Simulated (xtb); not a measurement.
Na2, charge +1, doublet, at a GFN2-xTB geometry (such geometries of metal compounds can be far from the true shape) (a state made from the parent by changing its charge; the spin is typed, not shown lowest). Base run: GFN0-xTB in xtb.

Geometry (Å):
```xyz
2

Na     0.0000     0.0000    -1.6506
Na     0.0000     0.0000     1.6506
```
Charge +1, spin multiplicity 2.
All else is at xtb's defaults.
Base energy 0.60726 Eh.

The base run was repeated with changes; each row names its change, and settings that it needs were set with it.

| change | ΔE vs base (kJ/mol) |
|---|---|
| base | 0.00 |
| acc = 0.1 | 0.00 |
| etemp = 1000 | 0.00 |
